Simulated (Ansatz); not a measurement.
`[NH2][Zn][AlH][F]` + H₂ → `[F][AlH2]` + `[NH2][ZnH]` at 600 K and 1 bar (hydrogenolysis of the Al–Zn bond).

Program: Ansatz. Geometries: PBE0-D4/def2-TZVP. ΔE: electronic, gas phase. CCSD(T)/CBS adds triple-zeta CCSD(T) − MP2 to the extrapolated MP2 energy (def2 sets, frozen cores). This one scheme is used for every species. For Zn outer-core shells are correlated without core-valence functions, which leaves a few kJ/mol of doubt a bond. Scalar relativity is left out up to krypton. One conformer a species, not always the lowest.

```json
{"species": "`[NH2][Zn][AlH][F]`", "CCSD(T)/CBS energy (Eh)": "-2176.77907", "H − E (kJ/mol)": "145.0", "S (J/(mol·K))": "441.5"}
{"species": "H₂", "CCSD(T)/CBS energy (Eh)": "-1.17544", "H − E (kJ/mol)": "43.9", "S (J/(mol·K))": "150.8"}
{"species": "`[F][AlH2]`", "CCSD(T)/CBS energy (Eh)": "-343.06661", "H − E (kJ/mol)": "68.4", "S (J/(mol·K))": "279.9"}
{"species": "`[NH2][ZnH]`", "CCSD(T)/CBS energy (Eh)": "-1834.88092", "H − E (kJ/mol)": "113.5", "S (J/(mol·K))": "307.4"}
```

H − E and S are ideal-gas, rigid-rotor, harmonic terms from PBE0-D4/def2-TZVP, for one conformer and one mirror image of each species. For small species the MP2-based limit differs from directly extrapolated CCSD(T) by up to some mEh (0.8 for H₂); such offsets cancel only in part. 1 Eh = 2625.50 kJ/mol, R = 8.31446 J/(mol·K).

Question: By hand: ΔE, ΔH, ΔS and ΔG.

Answer: ΔE = (-343.06661) + (-1834.88092) − (-2176.77907) − (-1.17544) = 0.00698 Eh = 18.3 kJ/mol. Δ(H − E) = 68.4 + 113.5 − 145.0 − 43.9 = -7.0, so ΔH = 11.3 kJ/mol. ΔS = 279.9 + 307.4 − 441.5 − 150.8 = -5.0 J/(mol·K). ΔG = 11.3 − 600 × (-5.0)/1000 = 14.3 kJ/mol.

Question: By hand: the equilibrium constant, and the temperature at which ΔG would vanish if ΔH and ΔS stayed fixed.

Answer: log₁₀ K = −ΔG/(RT ln 10) = -1.2. ΔH and −TΔS have one sign here, so there is no such temperature.

The number of gas molecules stays the same, so ΔS is small and ΔH decides. A doubt of 5 kJ/mol in ΔE shifts log₁₀ K by 0.4 here. Other conformers and mirror images would add mixing entropy, several J/(mol·K) or more a flexible species. These are equilibria of isolated gas molecules and say nothing of rates. Largest T1 diagnostic: 0.016 (customary marks: 0.02 for closed shells, 0.045 for open ones).

ΔS is within the doubt of such terms, so its sign, and with it that verdict, could turn.
